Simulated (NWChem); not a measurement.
SiNH4Cl; SMILES N[SiH2]Cl

```xyz
7

Si     0.5443    -0.5100     0.0000
N     -0.6269    -1.7660     0.0000
Cl    -0.2105     1.4507     0.0000
H      1.3455    -0.6303    -1.2367
H      1.3455    -0.6303     1.2367
H     -1.1720    -1.9497     0.8346
H     -1.1720    -1.9497    -0.8346
```
Atoms are numbered in this order, from 1.

Geometry: optimised at B3LYP/6-31G* (spherical d). B3LYP is NWChem's, with the RPA form of VWN correlation.

Symmetry labels are those of Cs in the frame above (b1 and b2, or b-type labels, depend on it).

Task: List the 6 lowest vertical singlet excitations from B3LYP/def2-SVP, full TDDFT (NWChem).

Result: 
```
state  energy (eV)  oscillator strength  symmetry  leading excitation (squared amplitude)
-----  -----------  -------------------  --------  --------------------------------------
S1            7.07                0.027        a'                      HOMO → LUMO (0.96)
S2            7.82                0.000        a"                    HOMO−1 → LUMO (0.96)
S3            8.03                0.044        a'                    HOMO → LUMO+1 (0.75)
S4            8.19                0.012        a"                  HOMO−1 → LUMO+1 (0.97)
S5            8.32                0.048        a'                    HOMO−2 → LUMO (0.66)
S6            8.34                0.001        a"                    HOMO → LUMO+2 (0.98)
```
